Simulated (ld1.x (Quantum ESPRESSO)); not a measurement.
Before and after: TM potential for Rh (Z = 45)

* Element: rhodium (Rh)
* Generator: ld1.x (Quantum ESPRESSO) 7.5
* Type: norm-conserving Troullier–Martins (Kleinman–Bylander form)
* Functional: PBEsol
* Relativity: scalar-relativistic
* Frozen core: [Kr]
* Valence charge: 9
* Reference configuration: 4d8 5s0.5 5p0 (charge +0.5)
* Partial waves: 5s (bound): rc 2.30 bohr; 4d (bound): rc 1.85 bohr; 5p (bound, empty): rc 3.55 bohr
* Local potential: the p channel
* Core correction: Bessel-smoothed model core inside 1.10 bohr

Change: wave 4d (bound): rc 1.85 bohr becomes 4d (bound): rc 2.30 bohr.

Cutoffs: the cutoffs (Ry, on a coarse ladder) from which the occupation-weighted sum of valence levels, in a spherical-Bessel basis at the reference potential, stays within 10 and 1 mRy of its value at 400 Ry; they do not see the model core or the augmentation charge, which bear on the density cutoff. Errors are all-electron minus pseudo energies relative to the spin-unpolarised reference configuration.

Problem. Predict the effect on cutoff, ghosts and configuration errors.

Solution. The potential gets softer (50 Ry and 70 Ry → 40 Ry and 55 Ry); of the 7 tests that both files solve, the error grows in 0 and shrinks in 1 by more than 15 % and 0.3 meV (median size 23.9 → 22.7 meV); neither file shows a bound ghost. A larger radius leaves more room for a smooth pseudo-wave, so fewer plane waves are needed.

| quantity | base | changed |
| --- | --- | --- |
| cutoff, loose | 50 Ry | 40 Ry |
| cutoff, tight | 70 Ry | 55 Ry |
| loose cutoff by channel (10 mRy a level) | s 6 Ry, d 45 Ry | s 6 Ry, d 35 Ry |
| bound ghosts | none | none |
| error for 4d8 5s1 5p0, meV [ΔE -2.93 eV] | -1.6 | -1.0 |
| error for 4d8 5s0 5p0, meV [ΔE 4.53 eV] | -5.3 | -4.6 |
| error for 4d7 5s0 5p0, meV [ΔE 24.04 eV] | -209 | -200 |
| error for 4d8.5 5s0.5 5p0, meV [ΔE -3.56 eV] | -24 | -23 |
| error for 4d8 5s0 5p1, meV [ΔE 0.74 eV] | -0.5 | -0.5 |
| error for 4d7 5s1 5p0, meV [ΔE 8.21 eV] | -144 | -123 |
| error for 4d5 5s0 5p0, meV [ΔE 103.46 eV] | -2415 | -2091 |
| s: phases at 3.86 bohr within 0.05 rad from the reference energy up to (Ry; the scan ends near 5) | 0.4 | 0.4 |
| p: phases at 3.86 bohr within 0.05 rad from the reference energy up to (Ry; the scan ends near 5) | 1.3 | 1.3 |
| d: phases at 3.86 bohr within 0.05 rad from the reference energy up to (Ry; the scan ends near 5) | 0.1 | 0.1 |
